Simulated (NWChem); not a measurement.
# Correlation energy of diphosphane (H4P2)

```
P
H 1 1.4315
H 1 1.4315 2 92.18
P 1 2.2710 2 93.52 3 93.66
H 4 1.4315 1 93.52 2 87.60
H 4 1.4315 5 92.18 1 -93.66
```
Charge 0, spin multiplicity 1.

Everything below was run with NWChem. All single points use one geometry, from B3LYP/def2-SVP, a minimum by its harmonic frequencies. It is one conformer; others weren't searched.

Basis set: def2-TZVP. Each correlation energy counts from its own Hartree-Fock reference.

The correlated methods keep 10 core orbitals frozen. Coupled-cluster values serve here as a point of comparison, not as the truth.

Task: For the correlation energy, MP2 gives -302.9 mHa and SCS-MP2 gives -312.7 mHa. What do CR-CCSD[T], CR-CCSD(T), CCSD give?

Result: CR-CCSD[T]: -361.7 mHa; CR-CCSD(T): -361.4 mHa; CCSD: -350.0 mHa.
